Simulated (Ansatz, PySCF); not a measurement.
Reaction (SMILES): C[N](C)[Ge]([Cl])([Cl])[Cl] + 6 [H][H] (H2) → 2 C (CH4) + 3 Cl (HCl) + [GeH4] (GeH4) + N (NH3)
Geometries: B3LYP-D3(BJ)/def2-TZVP minima from Ansatz (an electronic-structure program), one conformer each, not searched for the lowest.

Quantity: energy of full hydrogenation (enthalpy at 298 K, with B3LYP-D3(BJ) rigid-rotor harmonic-oscillator terms from PySCF), in kcal/mol. Correlated levels leave the core frozen unless marked. No spin-orbit coupling. The frozen core is the preceding noble-gas configuration, with the filled d and f shells of earlier blocks. No relativistic terms. CBS marks a two-point X^-3 extrapolation of the correlation energy; Hartree-Fock from the larger set.

```tsv
level	program	energy of full hydrogenation (kcal/mol)
HF/def2-TZVPP	Ansatz	-17.6
PBE-D4/def2-TZVPD	Ansatz + dftd4	5.1
PBE0/def2-TZVPD	Ansatz	-5.9
PBE0/def2-QZVPP	Ansatz	-8.2
BHLYP-D3(BJ)/def2-TZVPD	Ansatz + dftd3	0.0
HSE06/def2-TZVPD	Ansatz	-5.4
CAM-B3LYP-D3(BJ)/def2-TZVPD	Ansatz + dftd3	-2.9
```

Question: What does CCSD(T)/CBS(def2-TZVPP,def2-QZVPP) (Ansatz) give?

Answer: 6.4 kcal/mol, so CAM-B3LYP-D3(BJ)/def2-TZVPD differs from it by -9.3 kcal/mol.
